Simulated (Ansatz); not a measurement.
The first iterations of a band of ClFGeH2 + ClH (7 atoms, charge 0, multiplicity 1).

All numbers below come from Ansatz 0.2.0, RKS PBE-D4/def2-SVP.

```
movable images  : 9
climbing image  : from the first iteration
spring          : 5.0 eV/Å²
optimiser       : fire
start path      : through a guess of the saddle point
force threshold : 0.03 eV/Å
iteration limit : 60
end points      : relaxed
```

Image 0:

```xyz
7
Properties=species:S:1:pos:R:3
Ge -0.162 0.156 -0.178
F -0.267 -0.107 1.579
H 1.297 -0.133 -0.581
H -0.717 1.580 -0.393
Cl -1.496 -1.273 -1.084
Cl 1.642 -2.516 1.663
H 0.797 -1.557 1.962
```

Image 10:

```xyz
7
Properties=species:S:1:pos:R:3
Ge -0.143 -0.503 -0.257
F 1.114 0.329 2.177
H 1.246 0.011 -0.671
H -1.129 0.454 0.434
Cl -1.114 -1.289 -2.030
Cl 0.149 -2.246 1.070
H 0.971 -0.606 2.245
```

| iteration | highest image above the first end (eV) | largest band force component (eV/Å) |
| --- | --- | --- |
| 1 | 2.472 | 3.769 |
| 2 | 1.938 | 2.890 |
| 3 | 1.330 | 1.776 |
| 4 | 1.209 | 1.594 |
| 5 | 1.064 | 1.320 |
| 6 | 1.028 | 1.211 |
| 7 | 0.972 | 0.986 |
| 8 | 0.950 | 0.898 |
| 9 | 0.931 | 0.821 |
| 10 | 0.898 | 0.676 |
| 11 | 0.858 | 0.529 |
| 12 | 0.820 | 0.397 |
| 13 | 0.791 | 0.364 |
| 14 | 0.777 | 0.278 |
| 15 | 0.779 | 0.287 |
| 16 | 0.779 | 0.257 |
| 17 | 0.780 | 0.202 |

Question: Does the band converge within its limit, and where does its top end?

Answer: It converged. It ended after 52 iterations with the highest image 0.786 eV above the first end. Another band between the same ends (9 images) ends at a top of the same energy, where a vibrational analysis finds 1 clearly imaginary mode. The orbitals stay closed-shell, which can raise the energy where a bond breaks towards radicals; this wasn't checked here.

Time of the run: 11 min on 2 threads of Arm Neoverse V1, on a shared host, peak memory 0.17 GiB.
